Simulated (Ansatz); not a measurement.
AlH3OSiZn, relaxed with RKS PBE0-D4/def2-TZVP in Ansatz from a GFN2-xTB geometry. The force threshold is 0.005 eV/Å; the program also tests the step.

Total charge 0; spin multiplicity 1.

Start:

```xyz
7

O     0.913   -1.483   -1.002
Al   -0.067   -1.503    0.259
Si   -0.365    0.956    0.352
Zn    1.161    0.566   -1.542
H    -0.779   -2.383    1.284
H     0.455    2.005    1.019
H    -1.318    1.843   -0.369
```

| step | energy (eV) | largest force (eV/Å) | largest move (Å) |
| --- | --- | --- | --- |
| 1 | -64976.1123 | 2.015 | 0.000 |
| 2 | -64976.6175 | 1.407 | 0.195 |
| 3 | -64976.8034 | 1.037 | 0.187 |
| 4 (rejected) | -64976.7120 | 1.320 | 0.152 |
| 5 | -64976.8764 | 0.060 | 0.059 |
| 6 | -64976.8771 | 0.033 | 0.012 |
| 7 | -64976.8772 | 0.012 | 0.006 |
| 8 | -64976.8772 | 0.001 | 0.002 |

End:

```xyz
7

O     0.965   -1.567   -1.050
Al   -0.084   -1.320    0.262
Si   -0.248    1.179    0.179
Zn    1.152    0.247   -1.501
H    -0.708   -2.435    1.192
H     0.413    2.035    1.202
H    -1.489    1.861   -0.285
```

Run time 44 s (4 threads of a server CPU on a shared host); peak host memory 0.49 GiB.
